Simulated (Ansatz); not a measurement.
H2SSi (SMILES [SiH]S) moved off its minimum; all values from Ansatz (a first-principles code), cores frozen in correlated methods.
(charge 0, multiplicity 1)
```xyz
4

Si     0.1659    -0.8101     0.7055
H      0.7936    -1.7753    -0.3674
S     -0.1809     0.7308    -0.6795
H     -0.6189     1.6193     0.1774
```

Forces at HF/def2-TZVPP (eV/Å):

```csv
atom,Fx,Fy,Fz
Si1,0.505,-0.892,-0.288
H2,-0.461,0.625,0.579
S3,0.236,-0.124,-0.630
H4,-0.280,0.391,0.339
```

Task: Give the forces (eV/Å), the total energy and the dipole at CCSD(T)/aug-cc-pV(T+d)Z.

Result: 
```json
[
 {"atom": "Si1", "Fx": "0.394", "Fy": "-0.810", "Fz": "0.093"},
 {"atom": "H2", "Fx": "-0.383", "Fy": "0.557", "Fz": "0.356"},
 {"atom": "S3", "Fx": "0.368", "Fy": "-0.303", "Fz": "-1.082"},
 {"atom": "H4", "Fx": "-0.378", "Fy": "0.556", "Fz": "0.633"}
]
```
Energy -687.9827 hartree, dipole 0.65 D.

Doubts at one or more of the structures used: a restricted determinant that unrestricted orbitals would lower (CCSD(T)/aug-cc-pV(T+d)Z).
